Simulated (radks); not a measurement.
Values are calculated unless marked as measured or tabulated.
Ionisation of Nb3+, [Kr] 4d2, to Nb4+, [Kr] 4d1, under several functionals. Dirac Kohn-Sham, spin-unpolarised, spherical densities, point nucleus; open shells are shared between the two j in proportion to 2j + 1; a radial shooting solver on a logarithmic mesh with Libxc functionals.

[
 {"functional": "exchange-only PBE", "E(Nb3+) (hartree)": "-3816.49355", "Exc (hartree)": "-116.01935", "IE (eV)": "35.809", "-e(HOMO) (eV)": "29.449", "<r> HOMO (bohr)": "1.744", "IE error (eV)": "-1.802"},
 {"functional": "BLYP", "E(Nb3+) (hartree)": "-3818.96807", "Exc (hartree)": "-118.52570", "IE (eV)": "36.804", "-e(HOMO) (eV)": "30.408", "<r> HOMO (bohr)": "1.730", "IE error (eV)": "-0.807"},
 {"functional": "RPBE", "E(Nb3+) (hartree)": "-3818.72445", "Exc (hartree)": "-118.29203", "IE (eV)": "36.862", "-e(HOMO) (eV)": "30.448", "<r> HOMO (bohr)": "1.719", "IE error (eV)": "-0.749"},
 {"functional": "exchange-only LDA", "E(Nb3+) (hartree)": "-3810.70785", "Exc (hartree)": "-110.15619", "IE (eV)": "35.577", "-e(HOMO) (eV)": "29.232", "<r> HOMO (bohr)": "1.736", "IE error (eV)": "-2.034"},
 {"functional": "LDA (Slater exchange, VWN5 correlation)", "E(Nb3+) (hartree)": "-3814.36526", "Exc (hartree)": "-113.86318", "IE (eV)": "37.091", "-e(HOMO) (eV)": "30.698", "<r> HOMO (bohr)": "1.718", "IE error (eV)": "-0.520"},
 {"functional": "LDA (Slater exchange, Perdew-Zunger correlation)", "E(Nb3+) (hartree)": "-3814.34750", "Exc (hartree)": "-113.84502", "IE (eV)": "37.084", "-e(HOMO) (eV)": "30.692", "<r> HOMO (bohr)": "1.718", "IE error (eV)": "-0.527"},
 {"functional": "HCTH/407", "E(Nb3+) (hartree)": "-3820.90957", "Exc (hartree)": "-120.62556", "IE (eV)": "37.325", "-e(HOMO) (eV)": "30.876", "<r> HOMO (bohr)": "1.704", "IE error (eV)": "-0.286"}
]

NIST Atomic Spectra Database: 37.61 eV (measured). Closest: HCTH/407. The Delta-SCF values span 1.75 eV, the total energies 10.20 hartree. The highest occupied level is 4d5/2. Spin polarisation and multiplet splitting are left out, so open shells lie too high by an amount that depends on their filling. Sharing an open shell by 2j + 1 raises it above the true ground level by a part of the spin-orbit splitting, which enters the differences from NIST.

Beside tabulated values, note that spin-unpolarised runs miss the spin-polarisation part of the exchange energy of open shells.
